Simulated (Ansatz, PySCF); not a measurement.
pyrimidine (C4H4N2), SMILES c1cncnc1. Atoms are numbered in the order given.

```xyz
10

C      0.0000     0.0000    -1.3491
C      0.0000     1.1827    -0.6138
N      0.0000     1.1894     0.7165
C      0.0000     0.0000     1.3117
N      0.0000    -1.1894     0.7165
C      0.0000    -1.1827    -0.6138
H      0.0000     0.0000    -2.4406
H      0.0000     2.1585    -1.1141
H      0.0000     0.0000     2.4085
H      0.0000    -2.1585    -1.1141
```
Charge 0, spin multiplicity 1.

The structure is a stationary point at PBE0-D3(BJ)/def2-SVP.

Two levels are set side by side: PBE-D3(BJ)/def2-SVP (Ansatz, a first-principles code) and PBE0-D3(BJ)/def2-SVP (Ansatz). Each level has its own optimised geometry; the coordinates shown are those of the second. Frequencies come from the Hessian of PySCF at each geometry. Differences are taken from unrounded values.

```tsv
quantity	PBE0-D3(BJ)	PBE-D3(BJ)	PBE-D3(BJ) minus PBE0-D3(BJ)
mean bond length (Å)	1.249	1.259	0.011
bond C1–C2 (Å)	1.393	1.403	0.010
bond C1–C6 (Å)	1.393	1.403	0.010
bond C2–N3 (Å)	1.330	1.343	0.012
bond N3–C4 (Å)	1.330	1.343	0.013
bond C4–N5 (Å)	1.330	1.343	0.013
bond N5–C6 (Å)	1.330	1.343	0.012
bond C1–H7 (Å)	1.091	1.100	0.009
bond C2–H8 (Å)	1.097	1.105	0.009
bond C4–H9 (Å)	1.097	1.106	0.009
bond C6–H10 (Å)	1.097	1.105	0.009
highest harmonic wavenumber (cm⁻¹)	3238	3137	-101
mean harmonic wavenumber (cm⁻¹)	1422	1368	-54
zero-point energy (kcal/mol)	48.79	46.95	-1.84
```

GGA bonds tend to be longer and softer than those of functionals with exact exchange. Differences between two approximate levels are no errors against the true value.
